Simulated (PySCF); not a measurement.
Orbital gap (eV) of eight compounds of closed-shell metals: PBE beside PBE0, computed with PySCF for isolated molecules in the bases named; differences from unrounded values. The eight are the first of their class met in an unordered collection, after screening for sound electronic states; none was chosen by its value. Each molecule has one DFT geometry for both levels.

```tsv
molecule	basis	PBE0	PBE	difference
CH6GaNO2, SMILES [O](C)[Ga]([NH2])[OH]	def2-TZVP	7.02	4.59	-2.43
Ga(Cl)(OMe)(NH2) (CH₅ClGaNO), SMILES [NH2][Ga]([Cl])[O]C	def2-TZVP	7.06	?	?
Al(Me)(Et)(OH) (C₃H₉AlO), SMILES [CH2]([Al]([CH3])[OH])C	def2-TZVP	7.34	5.28	-2.06
Al(H)(Et)(vinyl) (C4H9Al), SMILES [CH](=C)[AlH][CH2]C	def2-TZVP	5.93	?	?
CH₄S₂Zn, SMILES [Zn]([SH])[S]C	def2-TZVP	5.97	?	?
Al(H)(NH2)(NMe2) (C2H9AlN2), SMILES [AlH]([N](C)C)[NH2]	def2-TZVP	6.37	4.36	-2.00
F2GaH3OSi, SMILES [F][Ga]([F])[O][SiH3]	def2-TZVP	7.24	4.79	-2.45
C3H9AlO, SMILES C([CH2][AlH][OH])C	def2-TZVP	7.03	5.02	-2.01
```

Problem. What belongs in the gaps? (Estimate from the structure and the level; the computed values follow.)

Solution. 
- Ga(Cl)(OMe)(NH2) (CH₅ClGaNO), SMILES [NH2][Ga]([Cl])[O]C, PBE: 4.63
- Ga(Cl)(OMe)(NH2) (CH₅ClGaNO), SMILES [NH2][Ga]([Cl])[O]C, difference: -2.43
- Al(H)(Et)(vinyl) (C4H9Al), SMILES [CH](=C)[AlH][CH2]C, PBE: 3.85
- Al(H)(Et)(vinyl) (C4H9Al), SMILES [CH](=C)[AlH][CH2]C, difference: -2.08
- CH₄S₂Zn, SMILES [Zn]([SH])[S]C, PBE: 3.98
- CH₄S₂Zn, SMILES [Zn]([SH])[S]C, difference: -1.99

PBE lies below PBE0 in 8 and above it in 0 of the eight; the mean signed difference is -2.18 and the largest -2.45 eV.
